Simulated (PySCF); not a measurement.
# Computed records: AlGeH5N, Cl2GeH2N, BClGeH4N, GeH8N2Si and others

All values are calculated (PySCF 2.14.0). Calculation on a computer-drawn molecule: optimised geometry and harmonic frequencies of an isolated molecule of the commonest isotopes, restricted reference for singlets and unrestricted otherwise, frozen core in MP2; on germanium a core potential holds 10 electrons, which the energies leave out, and 3d is frozen in MP2 and coupled-cluster steps.

Common to all runs: basis cc-pV(D+d)Z; basis and core potential on germanium cc-pVDZ-PP ECP10MDF.

(1) AlGeH5N

Start structure:
```xyz
8
AlGeH5N
N      1.5562     0.4503    -1.2631
Al     0.8609     0.3646     0.3828
Ge    -0.1517     0.0049     2.5627
H      2.4378     0.0759    -1.5868
H      1.0374     0.7829    -2.1483
H     -0.8918    -0.3073     3.9568
H      1.1603     0.5674     3.1418
H     -0.8287     1.4875     2.4156
```

It was run with charge 0, multiplicity 2 and method HF.

The calculation gives: rotational constants 19.26, 1.964, 1.822 GHz; total energy -592.6671 hartree; spin squared 0.7584; convergence status largest gradient component 1.341e-05 hartree/bohr.

Drawn bonds:
```csv
atom,other atom,order
1,2,1
2,3,1
1,4,1
1,5,1
3,6,1
3,7,1
3,8,1
```

Optimised structure:
```xyz
8
AlGeH5N
N      1.3271     0.3180    -1.0577
Al     1.1277     1.4673     0.2748
Ge     0.1510     0.5796     2.4346
H      1.0850    -0.6565    -1.0271
H      1.7002     0.5386    -1.9630
H     -0.1876    -0.9227     2.3838
H      1.1229     0.7818     3.6104
H     -1.1459     1.3202     2.8057
```

Modes:
```csv
frequency (cm⁻¹),reduced mass (dalton)
39.35,1.221
131.5,3.457
303.2,9.626
336.4,1.017
437.6,1.125
446.6,1.127
481.8,1.201
684,1.281
826.2,5.179
880.5,1.091
963.3,1.018
967.7,1.02
1672,1.11
2166,1.022
2176,1.023
2188,1.014
3761,1.052
3845,1.093
```

(2) Cl2GeH2N

Start structure:
```xyz
6
Cl2GeH2N
N     -0.2759     0.6435    -1.4775
Ge    -1.6552     1.1412    -0.4338
Cl    -2.6347     2.8773    -1.1074
Cl    -2.1794     0.0979     1.1819
H      0.2463    -0.3012    -1.2093
H      0.0448     1.0314    -2.2602
```

Settings of this run: charge 1, multiplicity 1 and method HF.

It finds rotational constants 4.439, 2.28, 1.506 GHz; total energy -1267.8167 hartree; convergence status largest gradient component 2.693e-05 hartree/bohr.

Drawn bonds:
```csv
atom,other atom,order
1,2,1
2,3,1
2,4,1
1,5,1
1,6,1
```

Optimised structure:
```xyz
6
Cl2GeH2N
N     -0.2865     0.5795    -1.4410
Ge    -1.6133     1.1435    -0.5052
Cl    -2.6188     2.8410    -1.0656
Cl    -2.1953     0.1210     1.1746
H      0.2313    -0.2488    -1.1982
H      0.0285     1.0538    -2.2710
```

Modes:
```csv
frequency (cm⁻¹),reduced mass (dalton)
159.5,30.75
183.9,19.77
202,3.752
428.1,1.163
468,1.014
484.1,29.17
559.5,33.33
898.3,5.926
913.4,1.235
1649,1.112
3727,1.048
3850,1.104
```

(3) Cl2GeH2N

Start structure:
```xyz
6
Cl2GeH2N
N     -0.2865     0.5795    -1.4410
Ge    -1.6133     1.1435    -0.5052
Cl    -2.6188     2.8410    -1.0656
Cl    -2.1953     0.1210     1.1746
H      0.2313    -0.2488    -1.1982
H      0.0285     1.0538    -2.2710
```

Settings of this run: charge 1, multiplicity 1 and method MP2.

It finds rotational constants 4.402, 2.235, 1.482 GHz; total energy -1268.3380 hartree; convergence status largest gradient component 3.857e-05 hartree/bohr.

Drawn bonds:
```csv
atom,other atom,order
1,2,1
2,3,1
2,4,1
1,5,1
1,6,1
```

Optimised structure:
```xyz
6
Cl2GeH2N
N     -0.2796     0.5766    -1.4458
Ge    -1.6243     1.1481    -0.4974
Cl    -2.6274     2.8572    -1.0721
Cl    -2.1999     0.1104     1.1904
H      0.2421    -0.2654    -1.1937
H      0.0350     1.0632    -2.2878
```

Modes:
```csv
frequency (cm⁻¹),reduced mass (dalton)
146.1,27.6
150.2,30.75
188.8,3.705
362.4,1.145
469.1,28.38
469.9,1.015
548,30.96
838.8,1.244
859.3,5.786
1521,1.118
3543,1.047
3676,1.104
```

(4) BClGeH4N

Start structure:
```xyz
8
BClGeH4N
N      1.0028    -1.6604     1.2711
Ge     1.0960    -0.0346     2.0017
B      0.8158    -0.3468     4.0119
Cl     0.4368    -0.5502     5.5170
H      0.6979    -1.6807     0.3093
H      1.8046    -2.2839     1.3475
H     -0.1182     0.7685     1.5908
H      2.3539     0.8029     1.8757
```

Here we set charge 1, multiplicity 1 and method HF.

The calculation gives: rotational constants 10.15, 1.244, 1.132 GHz; total energy -834.0966 hartree; convergence status largest gradient component 2.303e-05 hartree/bohr.

Drawn bonds:
```csv
atom,other atom,order
1,2,1
2,3,1
3,4,1
1,5,1
1,6,1
2,7,1
2,8,1
```

Optimised structure:
```xyz
8
BClGeH4N
N      1.1232    -1.6657     1.3117
Ge     1.1172     0.0342     1.9021
B      0.6911    -0.2986     4.0226
Cl     0.3713    -0.6525     5.5796
H      0.3819    -1.9450     0.6931
H      2.0002    -2.0470     1.0025
H     -0.0644     0.8743     1.4647
H      2.4691     0.7152     1.9487
```

Modes:
```csv
frequency (cm⁻¹),reduced mass (dalton)
88,5.498
192.8,1.755
207.1,1.48
246.7,18.91
332.7,12.08
498.4,1.309
510.1,1.236
699.9,1.082
770.9,3.816
817.7,1.09
916.1,1.023
996.7,1.169
1213,12.28
1689,1.096
2313,1.014
2320,1.026
3749,1.05
3850,1.098
```

(5) GeH8N2Si

Start structure:
```xyz
12
GeH8N2Si
N     -0.4116    -0.7376     0.7329
Ge     1.0947     0.2753     0.5029
N      2.1685    -0.7598    -0.5439
Si     1.7731    -1.4995    -2.0474
H     -1.1557    -0.3091     1.2656
H     -0.2346    -1.6412     1.0593
H      1.9184     0.5284     1.6966
H      0.6012     1.5197    -0.1779
H      3.1396    -0.5689    -0.3663
H      0.6222    -2.4084    -1.8648
H      3.0191    -2.2767    -2.4389
H      1.4720    -0.5467    -3.0775
```

Here we set charge 0, multiplicity 1 and method HF.

It finds rotational constants 7.097, 1.859, 1.563 GHz; total energy -695.9126 hartree; convergence status largest gradient component 2.864e-05 hartree/bohr.

Drawn bonds:
```csv
atom,other atom,order
1,2,1
2,3,1
3,4,1
1,5,1
1,6,1
2,7,1
2,8,1
3,9,1
4,10,1
4,11,1
4,12,1
```

Optimised structure:
```xyz
12
GeH8N2Si
N     -0.4458    -0.6221     0.5879
Ge     1.1565     0.2660     0.5402
N      2.2334    -0.7084    -0.5815
Si     1.7905    -1.5729    -2.0111
H     -1.2367    -0.0695     0.8694
H     -0.4513    -1.4815     1.1095
H      1.8989     0.3669     1.8812
H      0.8472     1.6654     0.0016
H      3.1911    -0.7867    -0.2902
H      1.2411    -2.9263    -1.7494
H      3.0066    -1.7431    -2.8441
H      0.7754    -0.8122    -2.7728
```

Modes:
```csv
frequency (cm⁻¹),reduced mass (dalton)
41.92,2.631
119,1.095
143,3.38
212.6,1.241
228.2,1.586
326,1.865
546.7,1.302
565.5,2.009
606.3,1.41
717.7,2.342
726.4,1.296
769.6,1.181
818.7,1.37
859.1,1.455
932.1,1.637
978.3,1.13
995.2,1.261
1019,1.075
1058,1.041
1078,1.087
1284,1.308
1697,1.099
2197,1.023
2235,1.016
2279,1.05
2296,1.042
2319,1.027
3741,1.051
3799,1.075
3834,1.094
```

(6) GeH5NOSi

Start structure:
```xyz
9
GeH5NOSi
N      1.1192    -1.4766    -2.6874
Ge     2.7462    -0.7429    -2.2958
O      2.8740    -0.6676    -0.5801
Si     3.5399    -1.2905     0.7819
H      0.9093    -2.4460    -2.5742
H      0.2204    -1.0330    -2.4291
H      2.7253     0.5821    -2.7441
H      3.7507    -1.6848    -2.8637
H      4.5703    -2.2569     0.1685
```

Settings of this run: charge 0, multiplicity 1 and method HF.

The calculation gives: rotational constants 11.61, 1.684, 1.555 GHz; total energy -714.5633 hartree; convergence status largest gradient component 1.106e-05 hartree/bohr.

Drawn bonds:
```csv
atom,other atom,order
1,2,1
2,3,1
3,4,1
1,5,1
1,6,1
2,7,1
2,8,1
4,9,1
```

Optimised structure:
```xyz
9
GeH5NOSi
N      1.0401    -1.4734    -2.8157
Ge     2.6497    -0.8396    -2.2560
O      2.7454    -0.7965    -0.4618
Si     3.6361    -1.2941     0.8172
H      0.8591    -2.4372    -2.5937
H      0.2464    -0.9272    -2.5281
H      2.7966     0.6047    -2.7122
H      3.7515    -1.7725    -2.7435
H      4.7304    -2.0805     0.0699
```

Modes:
```csv
frequency (cm⁻¹),reduced mass (dalton)
29.01,2.81
136.5,3.985
192.9,1.748
228.2,1.133
271.2,2.765
511.3,4.753
555.3,1.325
621.4,1.595
736.6,3.562
757.3,1.055
877.2,1.212
927.7,1.06
961,1.145
993.4,1.173
1037,4.687
1701,1.098
2005,1.043
2270,1.024
2283,1.016
3740,1.051
3831,1.094
```

(7) GeH6NSi

Start structure:
```xyz
9
GeH6NSi
N      0.0747     2.5187     1.9020
Ge     0.4223     0.7320     1.5456
Si     0.4352     0.0564    -0.7567
H     -0.9524     2.8061     1.6836
H      0.6626     3.2648     1.4775
H     -0.5196     0.0537     2.4125
H      1.7882     0.6740     2.1828
H     -0.9471     0.2304    -1.2699
H      1.2743     0.7188    -1.5999
```

Here we set charge 0, multiplicity 2 and method HF.

Results for GeH6NSi: rotational constants 11.42, 2.857, 2.45 GHz; total energy -640.2238 hartree; spin squared 0.7592; convergence status largest gradient component 2.91e-05 hartree/bohr.

Drawn bonds:
```csv
atom,other atom,order
1,2,1
2,3,1
1,4,1
1,5,1
2,6,1
2,7,1
3,8,1
3,9,1
```

Optimised structure:
```xyz
9
GeH6NSi
N      0.0229     2.5823     1.9052
Ge     0.4455     0.8053     1.6014
Si     0.3668     0.0746    -0.6967
H     -0.9145     2.8244     1.6299
H      0.6454     3.2269     1.4468
H     -0.5480    -0.0252     2.4201
H      1.8648     0.5964     2.1391
H     -0.9857     0.1891    -1.3005
H      1.3410     0.7812    -1.5677
```

Modes:
```csv
frequency (cm⁻¹),reduced mass (dalton)
110.8,1.062
149.8,3.832
155.9,1.098
356.2,1.06
356.5,11.8
567.9,1.154
574,1.125
654.4,2.904
703.5,1.562
746.1,1.032
850.2,1.095
928.5,1.023
1002,1.053
1007,1.142
1702,1.093
2217,1.024
2223,1.015
2278,1.03
2290,1.053
3723,1.051
3811,1.093
```

(8) GeH5NOSi

Start structure:
```xyz
9
GeH5NOSi
N      0.6474     2.6932     0.8642
Ge     1.0572     2.7867    -0.9273
Si    -0.8874     3.6068    -2.1684
O     -0.9562     2.8569    -3.5931
H      0.1339     1.8178     1.1588
H     -0.0122     3.4887     1.1941
H      2.0421     1.6328    -1.0165
H      1.9686     3.9712    -0.9058
H     -0.5029     2.2624    -4.0005
```

Settings of this run: charge 0, multiplicity 1 and method HF.

It finds rotational constants 9.132, 1.726, 1.549 GHz; total energy -714.5375 hartree; convergence status largest gradient component 2.318e-05 hartree/bohr.

Drawn bonds:
```csv
atom,other atom,order
1,2,1
2,3,1
3,4,1
1,5,1
1,6,1
2,7,1
2,8,1
4,9,1
```

Optimised structure:
```xyz
9
GeH5NOSi
N      0.6585     2.6029     0.9271
Ge     0.8918     2.9193    -0.8899
Si    -1.1513     3.5190    -2.2106
O     -0.7865     2.7483    -3.6272
H     -0.0643     1.9349     1.1369
H      0.4516     3.4390     1.4479
H      1.5730     1.6580    -1.4721
H      1.9207     4.0661    -0.9641
H     -0.0029     2.2290    -3.7425
```

Modes:
```csv
frequency (cm⁻¹),reduced mass (dalton)
28.51,4.367
90.36,1.214
103.3,3.283
201.4,4.545
306.9,2.13
396.2,2.335
563.4,1.143
640.2,2.057
681.9,1.688
694.9,1.09
818.8,1.226
868,2.236
909.5,1.357
932.1,1.224
1002,1.14
1701,1.092
2137,1.02
2164,1.019
3723,1.051
3810,1.093
4138,1.068
```
